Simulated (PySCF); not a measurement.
# Computed spin Hamiltonian

Compound: C5H4ClF2O (doublet state).
Geometry (GFN2-xTB, Å), atoms numbered from 1 in this order:
```
atom  x, y, z in Å
O1    -1.8645    2.7655    0.1928
C2    -1.2259    1.7985    0.1294
C3    -0.5206    0.6731   -0.0090
C4     0.8305    0.5790    0.3439
C5     1.5940   -0.6842    0.2160
F6     2.8226   -0.5532    0.7604
F7     1.8084   -1.0275   -1.1032
C8    -1.2909   -0.5160   -0.5261
Cl9   -1.7304   -1.6072    0.8331
H10    1.3720    1.4429    0.6846
H11    1.1077   -1.5598    0.6811
H12   -2.2237   -0.2159   -1.0008
H13   -0.6836   -1.0946   -1.2199
```

The hyperfine couplings belong to this conformer and change with its torsions.

Identity: `O=C=C([CH]C(F)F)CCl` [radical].

Computed, not measured: UKS B3LYP, pcH-1 on C Cl F H O, non-relativistic, mean-field spin-orbit, GIAO (PySCF). Geometry: GFN2-xTB, one conformer, isolated molecule. Couplings are sensitive to structure, and on GFN2-xTB geometries they can be far from those on DFT ones. The SCF solution wasn't tested for stability.

* g1, g2, g3: 1.99964, 2.00206, 2.00254
* g_iso: 2.00141
* Form of g: rhombic: the two nearest values differ by 16 % of g3 − g1
* ⟨S²⟩: 0.7611 (exact 0.7500)
* HOMO–LUMO gap, α and β orbitals: 3.28, 5.55 eV
* Total energy: -927.99740 Eh
* Basis functions: 275

Isotropic coupling and dipolar principal values T1 to T3, in mT (MHz turned into mT with g_iso):

```tsv
atom	isotope	a_iso	of which spin–orbit	T1	T2	T3	Mulliken spin population
O1	17O	-0.41	0.01	-1.76	0.85	0.91	0.11
C2	13C	0.56	-0.01	-0.90	-0.79	1.69	0.24
C3	13C	-1.26	0.00	-0.29	0.05	0.24	-0.11
C4	13C	2.28	0.00	-2.20	-2.17	4.37	0.76
C5	13C	-0.80	0.00	-0.07	-0.02	0.08	-0.02
F6	19F	-0.04	0.00	-0.64	-0.25	0.89	0.00
F7	19F	7.98	0.01	-2.35	-2.24	4.59	0.02
C8	13C	0.01	0.00	-0.02	-0.01	0.03	0.01
Cl9	35Cl	0.11	0.00	-0.07	-0.01	0.08	0.00
H10	1H	-1.71	0.00	-0.98	-0.04	1.02	-0.03
H11	1H	1.30	0.00	-0.17	-0.07	0.25	0.02
H12	1H	-0.02	0.00	-0.07	-0.05	0.12	0.00
H13	1H	-0.09	0.00	-0.09	-0.04	0.14	0.00
```

The largest Mulliken spin populations are on C4 (+0.76), C2 (+0.24), O1 (+0.11) and C3 (-0.11). The angles at C4 add up to 360.0°, so it is planar; its axial dipolar tensor and the negative coupling of its proton fit spin in a p orbital normal to that plane.

Axes: g1 points within 9° of the O1–C2 bond.

Under fast tumbling the dipolar parts average out, and these isotropic splittings remain: 2 × 19F (F6/F7, I = 1/2, 3 lines) with 3.97 mT, 1 × 1H (H10, I = 1/2, 2 lines) with 1.71 mT, 1 × 1H (H11, I = 1/2, 2 lines) with 1.30 mT, 1 × 35Cl (Cl9, I = 3/2, 4 lines) with 0.11 mT and 2 × 1H (H12/H13, I = 1/2, 3 lines) with 0.06 mT.

Means are taken over nuclei equivalent by connectivity, which assumes that they swap fast. The 19F value of +111.2 MHz is a mean of couplings from -1.2 to 223.7 MHz in this one geometry, not an average over conformers.

Main isotope only: 35Cl (natural samples also hold 24 % 37Cl, magnetic too, which adds its own pattern).

The 17O coupling of O1 (-11.5 MHz) shows only in satellite lines or after enrichment, since that isotope makes up about 0.038 % of natural oxygen.

The 13C coupling of C4 (63.7 MHz) shows only in satellite lines or after enrichment, since that isotope makes up about 1.07 % of natural carbon.

Time: 2.5 min wall (with the writing of density and orbital grids); peak memory 0.98 GiB. Hardware: Arm Neoverse N1, one thread, no GPU (shared host).
